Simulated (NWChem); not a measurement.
System: C$_{3}$H$_{6}$OSi; SMILES C1(O[SiH2]C=1)C

```xyz
11

C      0.0878     2.2152    -0.0269
C     -0.1011     0.7380    -0.0042
C     -1.1916    -0.0665     0.2004
Si     0.0003    -1.4495    -0.0447
O      1.0376    -0.0353    -0.2331
H     -0.8630     2.7454     0.1632
H      0.8350     2.5120     0.7382
H      0.4947     2.5286    -1.0107
H     -2.2272     0.2212     0.4046
H      0.4388    -2.3037     1.1103
H     -0.0292    -2.2808    -1.2953
```
Atoms are numbered in this order, from 1.

Results from NWChem. Pople sets run with spherical d functions. Geometry: optimised at PBE-D3(BJ)/def2-SVP. GIAO values for the isolated, static molecule; σ is the absolute isotropic shielding.

Task: Among these, which level gives the highest value of “σ O5 (ppm)”?
A. B3LYP/def2-SVP
B. B3LYP/IGLO-II
C. B3LYP/6-31G*
D. B3LYP/def2-TZVP

Result: C, B3LYP/6-31G*. Values: B3LYP/def2-TZVP 168.1; B3LYP/IGLO-II 169.0; B3LYP/def2-SVP 192.1; B3LYP/6-31G* 198.2
